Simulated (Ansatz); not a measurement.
Relaxation of the cluster Si5Se5 with RKS PBE-D4/def2-SVP.

```sh
$ ansatz run in.yaml --threads 6 --pin off --events-out ev --progress --plain --max-ram 7833MiB
```

```yaml
crystal:
  periodic: [false, false, false]
  atoms:
    - {symbol: Si, position_ang: [-0.190000, -2.247260, 1.449690]}
    - {symbol: Si, position_ang: [-1.924160, 3.659570, -0.143310]}
    - {symbol: Si, position_ang: [3.390330, -2.142240, -0.327000]}
    - {symbol: Si, position_ang: [2.848530, 2.750480, -0.142770]}
    - {symbol: Si, position_ang: [-3.982610, -1.204620, -0.287610]}
    - {symbol: Se, position_ang: [3.140910, 0.022220, -0.120440]}
    - {symbol: Se, position_ang: [-2.891570, 1.733260, -0.132900]}
    - {symbol: Se, position_ang: [1.188230, -3.281830, 0.092080]}
    - {symbol: Se, position_ang: [-2.361060, -2.629470, -0.254080]}
    - {symbol: Se, position_ang: [0.781390, 3.339900, -0.133650]}
basis:
  gaussian: {orbitals: def2-SVP}
hamiltonian: {xc: pbe, dispersion: d4}
scf: {lower_state_search: "off"}
output: {orbitals: {seedname: orbitals}}
relax: {f_tol: 0.03, max_steps: 70}
```

Run time 4 min (6 threads of Intel Xeon on a shared host), peak host memory 0.7 GiB.

Positions (Å) and forces (eV/Å) at steps 1, 2, 3, 4, 5, 6, 7, 8, 9, 10, 11, 12, 13, 14, 15, 16, 17, 18, 19, 20, 21, 22, 23, 24, 25, 26, 27, 28 of 39:

```xyz
10
step=1 energy=-366017.4396 eV
Si   -0.190   -2.247    1.450   -0.260    0.130   -0.364
Si   -1.924    3.660   -0.143   -0.033   -0.305   -0.029
Si    3.390   -2.142   -0.327    0.110    0.404    0.059
Si    2.849    2.750   -0.143    0.127   -0.253    0.013
Si   -3.983   -1.205   -0.288    0.244    0.418    0.006
Se    3.141    0.022   -0.120    0.187    0.007   -0.041
Se   -2.892    1.733   -0.133   -0.145   -0.182    0.062
Se    1.188   -3.282    0.092   -0.205   -0.301    0.026
Se   -2.361   -2.629   -0.254    0.111   -0.053    0.254
Se    0.781    3.340   -0.134   -0.136    0.135    0.014
10
step=2 energy=-366017.7073 eV
Si   -0.244   -2.209    1.352   -0.289    0.297   -0.207
Si   -1.946    3.509   -0.158    0.387    0.023   -0.035
Si    3.383   -2.103   -0.295   -0.163   -0.118    0.054
Si    2.850    2.713   -0.140    0.158   -0.342    0.018
Si   -3.884   -1.039   -0.259   -0.141    0.529   -0.082
Se    3.197    0.059   -0.109    0.141    0.342    0.020
Se   -2.949    1.603   -0.125   -0.257   -0.451    0.106
Se    1.153   -3.315    0.064    0.206   -0.209   -0.153
Se   -2.344   -2.560   -0.196    0.388   -0.264    0.270
Se    0.785    3.342   -0.134   -0.429    0.192    0.009
10
step=3 energy=-366018.0390 eV
Si   -0.282   -2.091    1.201   -0.075    0.552    0.088
Si   -1.894    3.329   -0.174    0.820    0.432   -0.048
Si    3.341   -2.072   -0.251   -0.499   -0.739    0.026
Si    2.799    2.627   -0.135    0.306   -0.463    0.033
Si   -3.802   -0.868   -0.269   -0.372    0.136   -0.203
Se    3.276    0.108   -0.085    0.081    0.725    0.079
Se   -2.992    1.449   -0.077   -0.290   -0.429    0.208
Se    1.132   -3.352    0.026    0.509   -0.012   -0.282
Se   -2.323   -2.500   -0.097    0.325   -0.381    0.115
Se    0.746    3.371   -0.137   -0.804    0.178   -0.015
10
step=4 energy=-366018.3893 eV
Si   -0.266   -1.923    1.108   -0.046    0.506   -0.029
Si   -1.786    3.236   -0.182    0.515    0.345   -0.025
Si    3.244   -2.090   -0.220   -0.361   -0.692   -0.085
Si    2.745    2.532   -0.125    0.327   -0.387    0.027
Si   -3.772   -0.810   -0.311   -0.267   -0.407   -0.196
Se    3.325    0.148   -0.059   -0.059    0.547    0.128
Se   -3.011    1.361   -0.012   -0.084    0.173    0.244
Se    1.135   -3.333   -0.017    0.359    0.204   -0.086
Se   -2.284   -2.495   -0.036    0.216   -0.291    0.050
Se    0.671    3.373   -0.144   -0.601    0.003   -0.028
10
step=5 energy=-366018.6295 eV
Si   -0.262   -1.744    1.029   -0.159    0.362   -0.174
Si   -1.713    3.224   -0.184   -0.160    0.116    0.011
Si    3.181   -2.139   -0.229    0.174   -0.162   -0.174
Si    2.739    2.447   -0.116    0.125   -0.114    0.025
Si   -3.755   -0.845   -0.349    0.009    0.058   -0.056
Se    3.327    0.169   -0.020   -0.087    0.063    0.141
Se   -3.032    1.358    0.058   -0.139   -0.146    0.109
Se    1.148   -3.262   -0.026   -0.086    0.045    0.083
Se   -2.241   -2.539   -0.008    0.219   -0.116    0.076
Se    0.607    3.331   -0.154    0.106   -0.105   -0.042
10
step=6 energy=-366018.7493 eV
Si   -0.287   -1.570    0.954    0.090    0.158   -0.257
Si   -1.732    3.220   -0.175    0.011   -0.070    0.061
Si    3.212   -2.193   -0.280   -0.132    0.073   -0.070
Si    2.762    2.393   -0.104   -0.081   -0.021    0.056
Si   -3.728   -0.846   -0.369   -0.029   -0.206   -0.092
Se    3.312    0.151    0.033    0.073   -0.205    0.088
Se   -3.075    1.323    0.107    0.044    0.160    0.120
Se    1.131   -3.199   -0.001    0.037    0.166    0.139
Se   -2.189   -2.556    0.008    0.018    0.068    0.051
Se    0.594    3.277   -0.173   -0.031   -0.124   -0.095
10
step=7 energy=-366018.8622 eV
Si   -0.265   -1.413    0.840    0.016    0.137   -0.204
Si   -1.738    3.196   -0.148   -0.124   -0.122    0.103
Si    3.202   -2.200   -0.328    0.063    0.074   -0.102
Si    2.752    2.334   -0.075   -0.071    0.076    0.088
Si   -3.740   -0.869   -0.400    0.100    0.046   -0.013
Se    3.336    0.112    0.093    0.090   -0.127    0.082
Se   -3.098    1.314    0.169   -0.022   -0.028    0.034
Se    1.137   -3.140    0.051   -0.143    0.001    0.123
Se   -2.159   -2.531    0.022    0.020    0.105    0.046
Se    0.573    3.198   -0.224    0.071   -0.161   -0.157
10
step=8 energy=-366018.9889 eV
Si   -0.243   -1.258    0.722    0.076   -0.078   -0.194
Si   -1.762    3.155   -0.088    0.081   -0.081    0.096
Si    3.183   -2.197   -0.385   -0.039    0.049   -0.074
Si    2.752    2.307   -0.012   -0.166   -0.013    0.098
Si   -3.719   -0.867   -0.431   -0.016   -0.019   -0.089
Se    3.383    0.085    0.155    0.022   -0.063    0.061
Se   -3.134    1.296    0.226   -0.002    0.002    0.084
Se    1.111   -3.107    0.107    0.012    0.220    0.121
Se   -2.124   -2.492    0.040    0.005    0.172    0.074
Se    0.553    3.078   -0.335    0.027   -0.189   -0.176
10
step=9 energy=-366019.1148 eV
Si   -0.217   -1.162    0.631    0.072    0.071   -0.101
Si   -1.756    3.102   -0.018    0.186   -0.052    0.076
Si    3.203   -2.186   -0.457   -0.143    0.126    0.004
Si    2.722    2.273    0.067   -0.231   -0.077    0.082
Si   -3.741   -0.848   -0.492    0.093    0.051   -0.023
Se    3.399    0.055    0.216    0.049    0.036    0.028
Se   -3.154    1.279    0.292   -0.055   -0.006    0.060
Se    1.140   -3.042    0.165   -0.051    0.063    0.021
Se   -2.131   -2.416    0.074    0.064   -0.001    0.011
Se    0.535    2.947   -0.478    0.015   -0.211   -0.159
10
step=10 energy=-366019.2163 eV
Si   -0.195   -1.079    0.567   -0.017   -0.105   -0.046
Si   -1.724    3.066    0.047    0.258    0.002    0.021
Si    3.149   -2.149   -0.490    0.032    0.017   -0.068
Si    2.671    2.243    0.140   -0.294    0.043    0.008
Si   -3.685   -0.832   -0.522   -0.030    0.048   -0.048
Se    3.427    0.057    0.265   -0.071   -0.028    0.063
Se   -3.174    1.289    0.351    0.025   -0.127    0.058
Se    1.111   -3.015    0.185    0.047    0.195    0.037
Se   -2.093   -2.402    0.084    0.033    0.211    0.027
Se    0.513    2.821   -0.627    0.016   -0.256   -0.051
10
step=11 energy=-366019.3147 eV
Si   -0.180   -1.031    0.554   -0.026    0.107    0.004
Si   -1.681    3.035    0.099    0.291   -0.014    0.010
Si    3.158   -2.125   -0.532   -0.026    0.074   -0.017
Si    2.610    2.224    0.196   -0.330    0.044   -0.019
Si   -3.691   -0.805   -0.563    0.099    0.108    0.045
Se    3.403    0.052    0.311    0.001    0.038    0.046
Se   -3.148    1.275    0.402   -0.029   -0.073    0.009
Se    1.130   -2.956    0.196    0.007   -0.027   -0.029
Se   -2.089   -2.341    0.088    0.012    0.033   -0.043
Se    0.488    2.671   -0.750    0.002   -0.290   -0.007
10
step=12 energy=-366019.4215 eV
Si   -0.175   -1.001    0.550   -0.028    0.173    0.058
Si   -1.626    3.022    0.143    0.294    0.011    0.021
Si    3.145   -2.087   -0.546    0.009    0.026   -0.049
Si    2.545    2.220    0.238   -0.304    0.096   -0.007
Si   -3.663   -0.774   -0.571    0.049    0.077    0.013
Se    3.394    0.070    0.346   -0.018    0.078    0.057
Se   -3.131    1.291    0.434    0.026   -0.037    0.006
Se    1.126   -2.926    0.185    0.066   -0.071   -0.052
Se   -2.073   -2.320    0.071   -0.045    0.050   -0.057
Se    0.459    2.506   -0.850   -0.047   -0.402    0.010
10
step=13 energy=-366019.5626 eV
Si   -0.170   -0.979    0.558   -0.021    0.228    0.101
Si   -1.568    3.017    0.182    0.305   -0.001    0.037
Si    3.139   -2.051   -0.557    0.001   -0.012   -0.074
Si    2.483    2.227    0.272   -0.296    0.115    0.008
Si   -3.646   -0.744   -0.578    0.046    0.035   -0.019
Se    3.379    0.097    0.367   -0.031    0.159    0.062
Se   -3.106    1.310    0.451    0.075    0.054    0.007
Se    1.127   -2.904    0.169    0.118   -0.085   -0.080
Se   -2.064   -2.298    0.053   -0.101    0.057   -0.081
Se    0.426    2.325   -0.918   -0.095   -0.550    0.039
10
step=14 energy=-366019.7400 eV
Si   -0.168   -0.961    0.572   -0.012    0.250    0.144
Si   -1.506    3.014    0.214    0.315   -0.086    0.005
Si    3.136   -2.017   -0.566   -0.027   -0.019   -0.083
Si    2.424    2.243    0.298   -0.313    0.062   -0.031
Si   -3.631   -0.716   -0.585    0.059    0.006   -0.049
Se    3.364    0.130    0.377   -0.031    0.244    0.074
Se   -3.080    1.335    0.456    0.112    0.155    0.025
Se    1.132   -2.885    0.151    0.156   -0.074   -0.111
Se   -2.060   -2.279    0.036   -0.140    0.074   -0.103
Se    0.391    2.136   -0.953   -0.121   -0.611    0.130
10
step=15 energy=-366019.9294 eV
Si   -0.167   -0.945    0.594   -0.008    0.238    0.200
Si   -1.440    3.004    0.237    0.294   -0.223   -0.077
Si    3.133   -1.981   -0.576   -0.046   -0.006   -0.082
Si    2.362    2.256    0.312   -0.325   -0.054   -0.121
Si   -3.617   -0.684   -0.596    0.076    0.001   -0.063
Se    3.353    0.168    0.385   -0.014    0.290    0.105
Se   -3.057    1.364    0.460    0.116    0.221    0.061
Se    1.138   -2.867    0.129    0.173   -0.045   -0.141
Se   -2.059   -2.258    0.017   -0.156    0.096   -0.128
Se    0.354    1.944   -0.962   -0.109   -0.518    0.245
10
step=16 energy=-366020.1283 eV
Si   -0.169   -0.933    0.650   -0.005    0.153    0.208
Si   -1.379    2.973    0.233    0.176   -0.262   -0.091
Si    3.136   -1.939   -0.589   -0.054    0.027   -0.067
Si    2.305    2.257    0.296   -0.229   -0.133   -0.138
Si   -3.606   -0.644   -0.614    0.085    0.021   -0.056
Se    3.359    0.207    0.404    0.005    0.271    0.127
Se   -3.051    1.398    0.474    0.092    0.234    0.088
Se    1.150   -2.844    0.096    0.120    0.043   -0.148
Se   -2.064   -2.226   -0.011   -0.094    0.120   -0.136
Se    0.318    1.753   -0.939   -0.098   -0.473    0.214
10
step=17 energy=-366020.3278 eV
Si   -0.172   -0.915    0.722   -0.005    0.038    0.170
Si   -1.330    2.928    0.212    0.054   -0.242   -0.081
Si    3.139   -1.894   -0.604   -0.037    0.056   -0.053
Si    2.254    2.240    0.261   -0.115   -0.174   -0.127
Si   -3.590   -0.601   -0.630    0.053    0.043   -0.056
Se    3.379    0.242    0.439   -0.002    0.231    0.129
Se   -3.059    1.434    0.502    0.086    0.206    0.100
Se    1.158   -2.810    0.053    0.073    0.150   -0.130
Se   -2.060   -2.189   -0.048   -0.022    0.174   -0.117
Se    0.282    1.564   -0.907   -0.086   -0.481    0.164
10
step=18 energy=-366020.5203 eV
Si   -0.174   -0.895    0.794   -0.008   -0.029    0.126
Si   -1.298    2.876    0.180   -0.017   -0.233   -0.079
Si    3.147   -1.848   -0.621   -0.009    0.095   -0.024
Si    2.215    2.212    0.217   -0.056   -0.208   -0.125
Si   -3.584   -0.556   -0.648    0.036    0.079   -0.028
Se    3.404    0.270    0.485   -0.006    0.187    0.110
Se   -3.072    1.465    0.540    0.066    0.176    0.091
Se    1.168   -2.762    0.008    0.022    0.196   -0.110
Se   -2.054   -2.138   -0.088    0.031    0.177   -0.104
Se    0.247    1.376   -0.867   -0.060   -0.439    0.143
10
step=19 energy=-366020.6958 eV
Si   -0.178   -0.883    0.866   -0.013   -0.091    0.096
Si   -1.278    2.814    0.138   -0.019   -0.188   -0.077
Si    3.160   -1.799   -0.631    0.037    0.116    0.004
Si    2.186    2.170    0.163   -0.049   -0.188   -0.114
Si   -3.580   -0.507   -0.656   -0.016    0.100   -0.007
Se    3.434    0.297    0.536   -0.003    0.119    0.078
Se   -3.093    1.500    0.585    0.055    0.109    0.065
Se    1.176   -2.701   -0.042   -0.002    0.177   -0.082
Se   -2.044   -2.081   -0.135    0.048    0.161   -0.077
Se    0.216    1.191   -0.823   -0.038   -0.315    0.113
10
step=20 energy=-366020.8306 eV
Si   -0.183   -0.910    0.930    0.000   -0.066   -0.172
Si   -1.186    2.737    0.094   -0.117   -0.189   -0.062
Si    3.242   -1.756   -0.562   -0.129    0.108    0.063
Si    2.089    2.125    0.096    0.060   -0.215   -0.063
Si   -3.660   -0.461   -0.572    0.169    0.033    0.045
Se    3.417    0.344    0.618    0.043    0.107    0.067
Se   -3.058    1.545    0.625   -0.035    0.115    0.093
Se    1.185   -2.618   -0.157    0.137    0.126   -0.022
Se   -2.027   -2.001   -0.231   -0.130    0.161   -0.018
Se    0.182    0.994   -0.841    0.004   -0.180    0.069
10
step=21 energy=-366020.8554 eV
Si   -0.194   -0.949    0.872   -0.041   -0.316    0.268
Si   -1.188    2.604    0.022   -0.179    0.154    0.036
Si    3.296   -1.650   -0.495    0.094   -0.115   -0.023
Si    2.068    2.027    0.016    0.194    0.025    0.031
Si   -3.688   -0.353   -0.506   -0.147   -0.055   -0.027
Se    3.520    0.407    0.739   -0.431    0.107   -0.095
Se   -3.141    1.636    0.740    0.488   -0.087   -0.122
Se    1.252   -2.580   -0.231    0.036    0.128   -0.010
Se   -2.095   -1.943   -0.290    0.026    0.123   -0.015
Se    0.169    0.801   -0.867   -0.040    0.035   -0.043
10
step=22 energy=-366020.9014 eV
Si   -0.206   -1.031    0.893    0.011    0.065    0.074
Si   -1.142    2.642   -0.008   -0.057   -0.192   -0.056
Si    3.350   -1.648   -0.485   -0.068    0.093    0.104
Si    2.031    2.061   -0.016   -0.032   -0.187   -0.059
Si   -3.733   -0.333   -0.497    0.107    0.076    0.099
Se    3.414    0.422    0.754    0.011    0.065    0.017
Se   -3.030    1.611    0.748    0.030    0.072    0.015
Se    1.305   -2.567   -0.249   -0.123   -0.130   -0.098
Se   -2.137   -1.913   -0.306    0.070   -0.182   -0.092
Se    0.149    0.756   -0.834    0.051    0.320   -0.004
10
step=23 energy=-366020.9184 eV
Si   -0.201   -1.009    0.905   -0.009   -0.043   -0.131
Si   -1.127    2.661   -0.018    0.012   -0.041   -0.061
Si    3.273   -1.643   -0.460    0.047   -0.001   -0.005
Si    2.015    2.074   -0.025   -0.014   -0.021   -0.057
Si   -3.653   -0.355   -0.473   -0.041    0.019   -0.017
Se    3.364    0.430    0.769    0.017   -0.066    0.086
Se   -2.977    1.604    0.762   -0.070   -0.052    0.108
Se    1.230   -2.590   -0.276    0.076    0.055    0.057
Se   -2.072   -1.964   -0.331   -0.065    0.069    0.069
Se    0.147    0.792   -0.853    0.047    0.081   -0.049
10
step=24 energy=-366020.9118 eV rejected
Si   -0.192   -0.942    0.821   -0.018   -0.087   -0.199
Si   -1.241    2.655   -0.110   -0.048    0.026    0.124
Si    3.329   -1.654   -0.388   -0.154   -0.141    0.036
Si    2.123    2.038   -0.120    0.049    0.009    0.118
Si   -3.706   -0.338   -0.417    0.118   -0.181    0.054
Se    3.302    0.359    0.902   -0.075    0.254   -0.071
Se   -2.942    1.503    0.910    0.163    0.200   -0.098
Se    1.252   -2.561   -0.306    0.043    0.085   -0.023
Se   -2.094   -1.935   -0.352   -0.008    0.118   -0.018
Se    0.169    0.874   -0.939   -0.069   -0.283    0.075
10
step=25 energy=-366020.9393 eV
Si   -0.199   -1.002    0.852   -0.007   -0.016   -0.066
Si   -1.116    2.648   -0.054   -0.024   -0.013   -0.013
Si    3.289   -1.634   -0.409    0.016   -0.006    0.009
Si    2.002    2.070   -0.063    0.028   -0.014   -0.009
Si   -3.663   -0.339   -0.427   -0.013    0.005    0.004
Se    3.304    0.432    0.834   -0.008   -0.009    0.052
Se   -2.921    1.581    0.830   -0.018   -0.013    0.065
Se    1.240   -2.585   -0.302    0.082    0.016    0.020
Se   -2.084   -1.956   -0.353   -0.073    0.042    0.030
Se    0.148    0.786   -0.910    0.018    0.008   -0.090
10
step=26 energy=-366020.9586 eV
Si   -0.198   -0.998    0.786    0.000    0.018   -0.004
Si   -1.106    2.634   -0.091   -0.061   -0.018    0.047
Si    3.314   -1.624   -0.348   -0.035    0.001    0.034
Si    1.988    2.062   -0.101    0.056   -0.038    0.050
Si   -3.680   -0.319   -0.371    0.030   -0.004    0.033
Se    3.241    0.436    0.907   -0.077    0.055   -0.027
Se   -2.862    1.561    0.906    0.083    0.020   -0.026
Se    1.264   -2.583   -0.329    0.065   -0.003   -0.021
Se   -2.108   -1.947   -0.375   -0.053    0.018   -0.012
Se    0.148    0.777   -0.982   -0.008   -0.050   -0.075
10
step=27 energy=-366020.9777 eV
Si   -0.196   -0.995    0.705    0.007    0.057    0.014
Si   -1.068    2.613   -0.136   -0.101   -0.036    0.137
Si    3.327   -1.602   -0.265   -0.129    0.015    0.054
Si    1.946    2.059   -0.148    0.084   -0.075    0.141
Si   -3.683   -0.292   -0.293    0.109   -0.018    0.058
Se    3.131    0.453    1.001   -0.162    0.102   -0.138
Se   -2.755    1.535    1.002    0.190    0.036   -0.146
Se    1.282   -2.584   -0.371    0.128    0.002   -0.028
Se   -2.130   -1.942   -0.409   -0.092    0.040   -0.024
Se    0.145    0.755   -1.085   -0.035   -0.122   -0.069
10
step=28 energy=-366021.0205 eV
Si   -0.192   -0.989    0.616    0.014    0.102   -0.012
Si   -0.983    2.587   -0.173   -0.096   -0.082    0.200
Si    3.325   -1.567   -0.176   -0.273    0.041    0.052
Si    1.858    2.065   -0.185    0.064   -0.116    0.208
Si   -3.667   -0.259   -0.207    0.239   -0.041    0.060
Se    2.969    0.480    1.099   -0.252    0.096   -0.231
Se   -2.597    1.503    1.097    0.275    0.008   -0.237
Se    1.298   -2.592   -0.413    0.255    0.030    0.008
Se   -2.149   -1.945   -0.442   -0.185    0.101    0.006
Se    0.138    0.716   -1.216   -0.041   -0.139   -0.053
```

Another isomer (singlet) lies 0.66 eV lower at PBE0-D4/def2-TZVP; other spin states weren't run for this one.
